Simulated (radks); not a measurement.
Task: Neutral platinum is in [Xe] 4f14 5d9 6s1. All-electron calculation, scalar-relativistic Kohn-Sham, r2SCAN, spin-polarised, spherical densities, finite nucleus; meta-GGA in the generalised Kohn-Sham scheme; Fermi nuclear charge, rms radius of each element as measured or else 0.836 A^(1/3) + 0.57 fm. Program: a radial shooting solver on a logarithmic mesh with Libxc functionals. Open shells are filled with parallel spins first. One electron is removed from 6s, 4f, 5p, 5d in turn, with full relaxation. Which removal costs least, and what does each cost?

Result: 6s 9.510 eV; 5d 10.415 eV; 5p 62.879 eV; 4f 81.385 eV. The 6s electron leaves first.
